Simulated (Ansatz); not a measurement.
`[SiH3][O][Ga]([Br])[Br]` and `[OH][Ga]([Br])[O][SiH3]` differ in one atom or group.

Ansatz, PBE0-D4/def2-TZVP geometries, multiplicity 1. Each molecule was computed in one conformer, which needn't be the lowest.

Scalar relativity is left out up to krypton.

```tsv
property	`[SiH3][O][Ga]([Br])[Br]`
HOMO–LUMO gap (B3LYP/def2-TZVPP) / eV	6.29
HOMO energy (PBE/def2-TZVPP) / eV	-7.48
HOMO energy (PBE0/def2-TZVPP) / eV	-8.79
size of the dipole moment (PBE/def2-TZVPP) / D	0.26
HOMO–LUMO gap (PBE0/def2-TZVPP) / eV	6.88
size of the dipole moment (B3LYP/def2-TZVPP) / D	0.31
```

Question: Give the same properties after the change, and the shifts. (An estimate is asked.)

Answer: Ansatz gave: 
| property | `[OH][Ga]([Br])[O][SiH3]` | shift |
| --- | --- | --- |
| HOMO–LUMO gap (B3LYP/def2-TZVPP) / eV | 6.70 | 0.41 |
| HOMO energy (PBE/def2-TZVPP) / eV | -7.38 | 0.10 |
| HOMO energy (PBE0/def2-TZVPP) / eV | -8.79 | 0.00 |
| size of the dipole moment (PBE/def2-TZVPP) / D | 1.20 | 0.94 |
| HOMO–LUMO gap (PBE0/def2-TZVPP) / eV | 7.30 | 0.42 |
| size of the dipole moment (B3LYP/def2-TZVPP) / D | 1.22 | 0.91 |

Dipoles are sizes alone; their direction can turn.

B3LYP here is the variant with VWN-RPA as its local correlation; programs differ in this.

Spin–orbit coupling is left out; it splits and shifts lone-pair levels of the heavy atoms by tenths of an eV.
